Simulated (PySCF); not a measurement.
Some computed properties have been withheld. Give your best values.

Cyclo-(Cl2SiS)3.
Z-matrix (Å and degrees, PBE0-D3(BJ)/def2-SVP geometry), rows numbered from 1:
```
Si
Cl  1  2.0444
Cl  1  2.0383  2  109.12
S   1  2.1362  2  111.42  3   116.68
Si  4  2.1344  1  101.76  2    48.72
Cl  5  2.0422  4  112.21  1   -86.59
Cl  5  2.0420  4  104.76  1   155.97
S   5  2.1345  4  114.01  1    32.74
Si  8  2.1353  5  101.98  4    32.13
Cl  9  2.0384  8  105.67  5   168.18
Cl  9  2.0451  8  111.53  5    49.36
S   1  2.1342  2  110.92  3  -116.22
```

```tsv
property	level	value
point group	PBE0-D3(BJ)/def2-SVP	C2
rotational constants A, B, C	PBE0-D3(BJ)/def2-SVP	0.275, 0.267, 0.187 GHz
dipole moment	B3LYP/def2-SVPD	0.17 D
HOMO energy	B3LYP/def2-SVPD	-8.03 eV
LUMO energy	B3LYP/def2-SVPD	-1.80 eV
lowest singlet excitation	TDDFT B3LYP/def2-SVPD	?
strongest line among the 10 lowest singlet transitions	TDDFT B3LYP/def2-SVPD	S5 at 5.75 eV (216 nm, f = 0.011)
lowest triplet excitation (Tamm–Dancoff)	TDA B3LYP/def2-SVPD	?
static isotropic polarisability	B3LYP/def2-SVPD	208.0 au
vertical ionisation energy	ΔSCF B3LYP/def2-SVPD	?
vertical electron affinity	ΔSCF B3LYP/def2-SVPD	0.40 eV
electronic spatial extent ⟨r²⟩ about the centre of nuclear charge	B3LYP/def2-SVPD	5966 bohr²
isotropic shieldings of nuclei other than C and H, by class	GIAO B3LYP/pcSseg-1	301 (Si1/Si5/Si9), 483 (S4/S8/S12), 735 (Cl2/Cl3/Cl6/Cl7/Cl10/Cl11) ppm
```

Electronic properties: PySCF, gas phase, density fitting. One conformer (not necessarily the lowest) at the PBE0-D3(BJ)/def2-SVP geometry, without solvent or vibrations. NMR classes are plain means over equivalent atoms (diastereotopic ones count apart unless rotation or inversion swaps them), as if these changed places fast; in this geometry the members of some classes differ.

(1) What is the lowest singlet excitation?

(2) What is the lowest triplet excitation (Tamm–Dancoff)?

(3) The vertical ionisation energy?

Results:

(1) 5.28 eV (235 nm, f = 0.001).

(2) 5.01 eV.

(3) 9.66 eV.

The principal polarisabilities are 183.2, 220.0 and 220.8 au; their mean is the isotropic value. The ΔSCF ionisation energy exceeds −ε(HOMO) by 1.63 eV with B3LYP. In wavenumbers S1 is 42600 cm⁻¹ (1 eV = 8065.54 cm⁻¹). The dipole equals about 0.6 × 10⁻³⁰ C·m (1 D = 3.33564 × 10⁻³⁰ C·m). The largest Löwdin shares of the HOMO are 0.44 on S12, 0.19 on S4, 0.18 on S8 and 0.04 on Cl2.

For the NMR shielding job (B3LYP/pcSseg-1), on 2 threads of an Intel Xeon Platinum 8488C, shared host, this took 63 s wall, 2.2 min CPU and 2.6 GiB of memory at its peak.
